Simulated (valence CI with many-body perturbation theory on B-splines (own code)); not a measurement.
## Energy levels of Gd XIV

Level of theory: valence CI with perturbative core correlation (CI+MBPT): five valence electrons over a frozen Dirac-Fock core [Kr] 4d10, a basis of 7 s, 7 p, 7 d, 7 f, 4 g, 2 h functions for each j, with the one-electron correlation potential Σ1 (screened to all orders), the two-electron term Σ2, the three-electron term Σ3, Breit, model QED; selected single and double excitations, second order for the rest, scaled by the run's own slope (own B-spline code, finite nucleus).

No measured spectrum was set against this ion. As an estimate, terms of the open shell hold to a few per cent of their energy, and close levels can change places; configurations with another count of f electrons can be misplaced by thousands of cm⁻¹. Among the levels kept, up to 1200 cm⁻¹ of a level comes from second order outside the variational space, and about a tenth of that is noise between levels of different J, which matters for small intervals. The lowest computed level is not the ground level that NIST lists (6H°5/2, for many ions itself from theory).

Levels 181 to 199 of 199, with energies above the lowest level, 4f³5s² ⁴I°_9/2. "Leading %" is the weight of the configuration and term that name the level; weights of strongly mixed levels are sums over their largest components and can fall short. Lifetimes count E1, E2, E3, M1 and M2 decay at the calculated energies, and are blank where another channel may lead or the interval is too uncertain; long ones can be off by a factor of two.

| No. | Configuration | Term | J | E (cm⁻¹) | Leading % | Lifetime | Second component |
| --- | --- | --- | --- | --- | --- | --- | --- |
| 181 | 4f⁴5s | ⁴P | 1/2 | 122290 | 89 | 23.3 μs | 4 % 4f⁴5s ²S |
| 182 | 4f⁴5s | ²G | 7/2 | 122660 | 86 | 27.1 μs | 5 % 4f⁴5s ²F |
| 183 | 4f⁴5s | ²L | 15/2 | 123380 | 65 | 21.2 μs | 27 % 4f⁴5s ²K |
| 184 | 4f⁴5s | ²G | 9/2 | 123600 | 52 | 32.3 μs | 21 % 4f⁴5s ²H |
| 185 | 4f³5s² | ²F° | 5/2 | 123620 | 97 | 633 μs |  |
| 186 | 4f⁴5s | ⁴I | 9/2 | 124790 | 50 | 27.1 μs | 27 % 4f⁴5s ²G |
| 187 | 4f⁴5s | ²F | 5/2 | 125120 | 91 | 34.2 μs |  |
| 188 | 4f⁴5s | ²K | 13/2 | 125700 | 82 | 24.6 μs | 6 % 4f⁴5s ⁴I |
| 189 | 4f⁴5s | ²L | 17/2 | 126080 | 88 | 13.3 μs | 11 % 4f⁴5s ⁴K |
| 190 | 4f⁴5s | ⁴I | 11/2 | 126130 | 81 | 29.0 μs | 7 % 4f⁴5s ⁴H |
| 191 | 4f⁴5s | ⁴P | 3/2 | 126430 | 93 | 20.9 μs |  |
| 192 | 4f⁴5s | ⁴I | 13/2 | 127230 | 80 | 26.6 μs | 7 % 4f⁴5s ²I |
| 193 | 4f⁴5s | ⁴I | 15/2 | 127680 | 72 | 35.1 μs | 15 % 4f⁴5s ²L |
| 194 | 4f⁴5s | ²F | 7/2 | 127730 | 58 | 33.5 μs | 21 % 4f⁴5s ²G |
| 195 | 4f⁴5s | ²H | 11/2 | 128390 | 69 | 36.7 μs | 19 % 4f⁴5s ²I |
| 196 | 4f⁴5s | ²H | 9/2 | 128880 | 67 | 35.0 μs | 16 % 4f⁴5s ⁴I |
| 197 | 4f⁴5s | ²K | 15/2 | 130470 | 67 | 16.8 μs | 16 % 4f⁴5s ²L |
| 198 | 4f⁴5s | ⁴G | 5/2 | 130810 | 95 | 91.8 μs |  |
| 199 | 4f⁴5s | ⁴G | 7/2 | 131090 | 84 | 78.3 μs | 5 % 4f⁴5s ²F |

Names give the largest LS component (configuration and term), which can be under half, so a name can repeat, a term be missing and a line seem to break the LS rules; names also repeat where a configuration has a term twice.

Where two levels of one J and parity lie close, their mixing, g and order are uncertain.
